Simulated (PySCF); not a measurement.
The vertical singlet excitations below were computed for one of the candidates. Computed with TDDFT PBE0/def2-SVPD, vertical, gas phase, core orbitals frozen in the response (PySCF). Geometries: GFN2-xTB, one conformer each.

```csv
state,ν̃ (cm⁻¹),f,"main configurations (H = HOMO, L = LUMO)"
S1,52690,0.0017,H→L (83%)
S2,56040,0.0039,H-1→L (87%)
S3,58660,0.0082,H→L+1 (87%)
S4,60010,0.0065,H→L+2 (85%)
S5,61600,0.015,H-1→L+1 (82%)
S6,62560,0.0058,"H→L+3 (80%), H-1→L+2 (9%)"
```

Question: Which candidate is it? All have the formula C7H11Cl.
A. `CC1=CC[C@H](Cl)CC1`
B. `Cl[C@@H]1[C@H]2CCCC[C@@H]12`
C. `C=CC/C(=C\Cl)CC`

Answer: B. Its S1, at 6.53 eV, is the highest among the candidates; the nearest of the others has S1 at 6.26 eV. S1 is HOMO→LUMO (83%). Löwdin shares by element: HOMO chlorine 41%, carbon 41% or more (atoms not listed hold the other 18%); LUMO chlorine 25%, carbon 16% or more, hydrogen 6% or more (atoms not listed hold the other 53%). At the same level the other candidates give, for their lowest levels:
- `CC1=CC[C@H](Cl)CC1`: 6.26 eV (f 0.016); 6.91 eV (f 0.197); 7.07 eV (f 0.008); 7.23 eV (f 0.002); 7.25 eV (f 0.005); T1 4.36 eV; HOMO -7.02, LUMO 0.28 eV
- `C=CC/C(=C\Cl)CC`: 5.94 eV (f 0.199); 6.44 eV (f 0.083); 6.47 eV (f 0.022); 6.69 eV (f 0.007); 6.89 eV (f 0.151); T1 4.07 eV; HOMO -6.99, LUMO -0.30 eV
Triplets come from the Tamm–Dancoff approximation.

Without π bonds the low states may be Rydberg-like; a valence basis with one diffuse set may place them up to an eV too high.
